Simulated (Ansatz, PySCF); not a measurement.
Pulling on the Cd1–F2 bond in CdFI (SMILES [F][Cd][I]) (multiplicity 1 held, fragments rigid). Energies count from the point at 1.953 Å.
Geometry at that point (charge 0, multiplicity 1):
```xyz
3

Cd     0.000     0.000    -1.085
F      0.000     0.000    -3.039
I      0.000     0.000     1.499
```

Restricted levels (R-, RO-) in cc, def2 and unpolarised 6-31G sets keep to the state of the molecule at rest. Unrestricted levels (U-) break spin symmetry where that is lower. Active spaces are followed from a long bond inwards. Left out are points that failed, MP2 points in a non-variational dive below the minimum, coupled-cluster points behind a sign of a changed root (a jump of the amplitudes, or a one-step jump against full CI or MRCI), small-basis points behind a change of solution, and semi-empirical points at long bonds. Levels need not reach the same state.

Correlated levels freeze the cores. Filled d and f shells under p-block atoms count as core. Rows in 3-21G carry no dispersion term and start afresh at each structure; the Pople sets are all-electron and without relativity.

Programs: Ansatz (Gaussian orbitals); PySCF for 3-21G rows. Each number belongs to the level named beside it. In def2 rows elements past Kr take small-core potentials, without spin–orbit coupling.

Energies in kcal/mol.

| R (Å) | R-HF/3-21G | R-B3LYP/def2-TZVPP | U-B3LYP/def2-TZVPP | U-MP2/def2-TZVPP | FIC-MRCISD+Q on CASSCF(6,4)/def2-TZVPP |
|---|---|---|---|---|---|
| 1.563 | 90.3 | 69.7 | 69.7 | 65.6 | 68.6 |
| 1.758 | 15.2 | 11.4 | 11.4 | 9.4 | 10.3 |
| 1.953 | 0.0 | 0.0 | 0.0 | 0.0 | 0.0 |
| 2.149 | 7.6 | 6.5 | 6.5 | 8.3 | 7.7 |
| 2.344 | 23.3 | 19.1 | 19.1 | 22.4 | 21.3 |
| 2.637 | 50.8 | 39.5 | 39.5 | 45.4 | 43.6 |
| 2.930 | 77.1 | 57.5 | 57.3 | 89.7 | 64.2 |
| 3.419 | 111.9 | 79.6 | 75.1 | 102.1 | 87.8 |
| 3.907 | 135.8 | 93.7 | 83.9 | 104.8 | 95.7 |
| 4.493 | 155.4 | 104.0 | 89.4 | 105.6 | 97.9 |
| 5.274 | 173.0 | 111.5 | 92.7 | 105.8 | 98.4 |
| 6.251 | left out | 116.3 | 94.5 | 105.8 | 98.2 |

Doubts at one or more of the structures used: a restricted determinant that unrestricted orbitals would lower (R-HF/3-21G, R-B3LYP/def2-TZVPP); a spin-contaminated determinant (U-B3LYP/def2-TZVPP, U-MP2/def2-TZVPP); active orbitals that take no part (FIC-MRCISD+Q on CASSCF(6,4)/def2-TZVPP).

Ansatz is an electronic-structure program.
